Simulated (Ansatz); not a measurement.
Ligands exchanged one at a time, Si SH-H. Isolated molecules, 0 K electronic values unless said otherwise. One relaxed conformer stands for each flexible species; it need not be the lowest. Strings in code marks are SMILES.

Quantity: vertical ionisation energy (energy after one electron is removed minus that of the parent at the parent's geometry), in eV.

Case: `[SiH3]S`. Geometry of `[SiH3]S` (neutral, multiplicity 1, Å):

```xyz
6

Si    -0.5166     0.0992     0.0445
S      1.3442    -0.8600     0.4746
H     -0.4568     1.5567     0.3217
H     -0.9211    -0.1024    -1.3698
H     -1.4970    -0.5480     0.9484
H      2.0460    -0.1441    -0.4201
```

Q: What vertical ionisation energy (energy after one electron is removed minus that of the parent at the parent's geometry) does frozen-core CCSD(T)/cc-pVTZ // PBE0-D3(BJ)/def2-TZVP (Ansatz, a quantum-chemistry and plane-wave program) give?

A: 9.92 eV.
